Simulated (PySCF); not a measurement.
Compound: CH₄B₃NO₃.
Geometry (PBE0-D3(BJ)/def2-SVP, Å), atoms numbered from 1 in this order:
```xyz
12
CH4B3NO3 angstrom
C     -3.0015    0.5239    0.4246
N     -1.8821    0.2834   -0.0727
B     -0.4927    0.3826    0.0710
O      0.2206   -0.6466    0.6594
B      1.5833   -0.5969    0.7044
O      2.2454    0.4762    0.1620
B      1.5484    1.5107   -0.4105
O      0.1858    1.4668   -0.4564
H     -3.1393    1.0338    1.3989
H     -3.9309    0.2322   -0.0972
H      2.2056   -1.4871    1.2220
H      2.1393    2.4547   -0.8659
```

Computed with PySCF at PBE0/pcSseg-1, non-relativistic, on one gas-phase PBE0-D3(BJ)/def2-SVP geometry that isn't relaxed in the solvent. The solvent is an IEF-PCM continuum (cavity from Bondi-type radii × 1.2). Specific hydrogen bonds and non-electrostatic terms are outside this model.

```tsv
run	E − E(gas) (kJ/mol)	HOMO (eV)	HOMO–LUMO gap (eV)	dipole (D)
gas	0.00	-7.63	6.46	2.51
P	-19.73	-7.49	6.54	3.13
Q	-14.53	-7.51	6.53	2.98
```

**Question.** The runs were made in acetone and chloroform. Which run belongs to which solvent?

**Answer.** P = acetone, Q = chloroform. The dielectric constants are 4.711 (chloroform), 20.49 (acetone), and the energy falls further as ε rises. In this model the ground state sees the solvent through ε alone.

**Question.** How constant is the ratio of the lowering to (ε − 1)/(2ε + 1)?

**Answer.** 
```
   solvent  (ε − 1)/(2ε + 1)  E − E(gas) (kJ/mol)  ratio (kJ/mol)  polarisation term (kJ/mol)
chloroform             0.356               -14.53           -40.8                      -15.91
   acetone             0.464               -19.73           -42.5                      -22.24
```

The ratio changes by +4.1 % in size from chloroform to acetone. The polarisation term is half the interaction of the solute with the induced surface charges.

Time: 15 s; peak memory 0.91 GiB. Hardware: an Arm Neoverse V1 with one thread, shared host with 64 logical CPUs at a one-minute load of 22. This is the whole shielding run at PBE0/pcSseg-1 in acetone, SCF included.
